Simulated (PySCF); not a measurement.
A structure optimised at PBE-D3(BJ)/def2-SVP, used in a PySCF frequency run:

```xyz
5

Fe     0.0000     0.0000     0.2371
O      0.6853     0.0000    -1.4120
O     -0.6853     0.0000    -1.4120
O      0.0000    -1.3445     1.0268
O      0.0000     1.3445     1.0268
```

Problem. Write its SMILES, formula and point group.

Solution. [O]=[Fe]1(=[O])[O][O]1, FeO₄, C2v

Problem. What are its rotational constants (standard atomic weights)?

Solution. 6.9351, 4.3685, 3.1884 GHz
